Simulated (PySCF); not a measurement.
A PySCF script (with the pyscf-properties extension) for the NMR shieldings of `InChI=1S/C5H11F2NSi/c6-5(7)2-1-3-8-4-9/h1-2,5,8H,3-4H2,9H3/b2-1+`, on a GFN2-xTB geometry:

```python
import basis_set_exchange as bse
import numpy as np
from pyscf import gto, dft
from pyscf.prop import nmr

atoms = """
F    -3.979514   -0.780363    1.095133
C    -3.608560    0.050575    0.081199
F    -4.394328   -0.292387   -0.973609
C    -2.161693   -0.119372   -0.244300
C    -1.280108    0.861991   -0.142878
C     0.176755    0.731843   -0.448179
N     0.581160   -0.636462   -0.671384
C     1.968237   -0.777144   -1.092343
Si    3.320158   -0.134278    0.111983
H    -3.877959    1.076019    0.379392
H    -1.873504   -1.103428   -0.580180
H    -1.591090    1.848464    0.177576
H     0.387138    1.295756   -1.365887
H     0.748829    1.223837    0.362370
H     0.427702   -1.175137    0.176281
H     2.126539   -1.842070   -1.279791
H     2.062305   -0.277945   -2.061465
H     3.427481    1.324642    0.040081
H     2.942200   -0.525425    1.472984
H     4.593104   -0.738438   -0.269109
"""
names = dict.fromkeys(["F", "C", "N", "Si", "H"], "pcSseg-1")
basis = {el: gto.basis.parse(bse.get_basis(n, elements=[el], fmt="nwchem")) for el, n in names.items()}
mol = gto.M(atom=atoms, basis=basis, charge=0, verbose=0)
mf = dft.RKS(mol, xc="PBE0")
mf.grids.level = 2
mf.grids.alignment = dft.numint.BLKSIZE   # the property module wants whole blocks of grid points
mf.conv_tol = 1e-9
mf.kernel()

calc = nmr.RKS(mf)   # GIAO
C = mf.mo_coeff
Co = C[:, mf.mo_occ > 0]
resp = mf.gen_response(singlet=True, hermi=2)
def vind(x):   # induced exchange potential for any number of trial vectors
    d = np.einsum("pi,xij,qj->xpq", C, 2 * x.reshape(-1, C.shape[1], Co.shape[1]), Co, optimize=True)
    return np.einsum("xpq,pi,qj->xij", resp(d - d.transpose(0, 2, 1)), C, Co, optimize=True).ravel()
mo1, _ = nmr.rhf.solve_mo1(calc, with_cphf=vind)
sigma = calc.kernel(mo1)
for i, s in enumerate(sigma):   # ppm
    w = np.linalg.eigvalsh((s + s.T) / 2)
    print("%2d %-2s iso %8.1f  s11 %8.1f  s22 %8.1f  s33 %8.1f" % (i, mol.atom_pure_symbol(i), w.mean(), *w))
```

**Question.** What are the results?

**Answer.** 
```
 0 F  iso    295.9  s11    188.7  s22    328.0  s33    371.1
 1 C  iso     63.6  s11     51.0  s22     67.7  s33     72.1
 2 F  iso    297.3  s11    194.2  s22    326.9  s33    370.8
 3 C  iso     54.6  s11    -53.7  s22     62.6  s33    154.9
 4 C  iso     40.9  s11    -72.5  s22     46.8  s33    148.5
 5 C  iso    132.4  s11    119.4  s22    122.3  s33    155.6
 6 N  iso    217.3  s11    177.6  s22    206.3  s33    268.0
 7 C  iso    151.7  s11    124.6  s22    139.1  s33    191.4
 8 Si iso    424.1  s11    382.0  s22    425.0  s33    465.4
 9 H  iso     25.4  s11     23.9  s22     24.6  s33     27.9
10 H  iso     25.2  s11     21.8  s22     22.6  s33     31.3
11 H  iso     25.5  s11     23.6  s22     24.2  s33     28.5
12 H  iso     28.5  s11     24.6  s22     28.0  s33     32.9
13 H  iso     28.0  s11     22.6  s22     28.9  s33     32.6
14 H  iso     32.0  s11     23.5  s22     33.3  s33     39.2
15 H  iso     28.5  s11     22.6  s22     28.2  s33     34.8
16 H  iso     29.1  s11     24.2  s22     28.6  s33     34.4
17 H  iso     27.4  s11     23.8  s22     26.5  s33     32.0
18 H  iso     28.0  s11     25.1  s22     26.6  s33     32.5
19 H  iso     28.0  s11     25.0  s22     25.5  s33     33.6
```

These numbers come from an equivalent density-fitted implementation of the same equations, which agrees with the script to about 0.01 ppm for H and up to a few tenths of a ppm for heavy atoms, so last digits may differ.

**Question.** Turn these shieldings into chemical shifts. Chemical shifts δ = σref − σ; CFCl3 for 19F (170.95 ppm); 13C (186.93 ppm) and 29Si (349.16 ppm) and 1H (31.72 ppm) against TMS; NH3 for 15N (267.73 ppm), all at this level.

**Answer.** Averaging equivalent atoms: F 0/2: -125.7; C 4: 146.0; C 3: 132.3; C 1: 123.3; C 5: 54.5; C 7: 35.3; N 6: 50.4; Si 8: -75.0; H 10: 6.51; H 9: 6.27; H 11: 6.26; H 17/18/19: 3.88; H 12/13: 3.45; H 15/16: 2.91; H 14: -0.25 ppm. Unscaled 19F shifts against computed CFCl3 carry errors that often reach 10 to 50 ppm. Experimental scales use liquid or dissolved standards, which lie at an offset from isolated NH3 (liquid NH3: subtract about 20 ppm).

Size and cost of the density-fitted run: 215 basis functions, 2.1 min wall time (110 s CPU) on 1 thread of an Intel Xeon, shared host; peak memory 0.95 GiB.
